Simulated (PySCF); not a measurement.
H4F2GeSSi (SMILES F[SiH](F)[S][GeH3]), singlet, geometry from GFN2-xTB. Base run: PBE/6-31G, polarisability (PySCF).

Here is a job for PySCF.
```python
from pyscf import gto, scf, dft
from pyscf.prop import polarizability

mol = gto.M(
    atom='''
Si    1.44254009    0.55165326   -0.30403947
F     0.77778713    1.94994263    0.07867292
F     2.84812725    0.60266800    0.43241299
S     0.32585540   -1.03617002    0.54828523
Ge   -1.66639224   -0.42795447   -0.19656277
H     1.63426945    0.52932270   -1.72959511
H    -2.08235239    0.90367422    0.34917154
H    -1.65697557   -0.36068745   -1.69872864
H    -2.61286649   -1.49568758    0.25337695
''',
    basis='6-31g',
    verbose=4,
)

mf = dft.RKS(mol)
mf.xc = 'pbe'
mf.kernel()
alpha = mf.Polarizability().polarizability()[2, 2]
print('alpha_zz =', alpha)
```

Variants of this job, named by their change:

```
change                                         alpha_zz (bohr³)  basis functions  core-seconds (rough)
---------------------------------------------  ----------------  ---------------  --------------------
base                                                      50.25               79                    20
functional = pbe0                                         48.79               79                    20
basis = STO-3G                                            23.75               50                    10
finite field (a.u.) = 0.005; conv_tol = 1e-11             50.25               79                    20
basis = cc-pVDZ                                      (withheld)       (withheld)                    30
finite field (a.u.) = 0.001; conv_tol = 1e-6              49.90               79                    20
basis = 6-31G*                                            52.79              104                    30
finite field (a.u.) = 0.001; conv_tol = 1e-11             50.25               79                    20
finite field (a.u.) = 0.05; conv_tol = 1e-11              50.60               79                    20
functional = lda,vwn                                      50.85               79                    20
finite field (a.u.) = 2e-4; conv_tol = 1e-11              50.25               79                    20
finite field (a.u.) = 2e-4; conv_tol = 1e-6               50.38               79                    20
```

Complete the blanks.


- basis = cc-pVDZ, alpha_zz (bohr³): 55.48
- basis = cc-pVDZ, basis functions: 111

Finite-field rows take the second difference of the energy in a field along z; a small field with loose convergence shows SCF noise divided by the square of the field, and a large one adds hyperpolarisability.
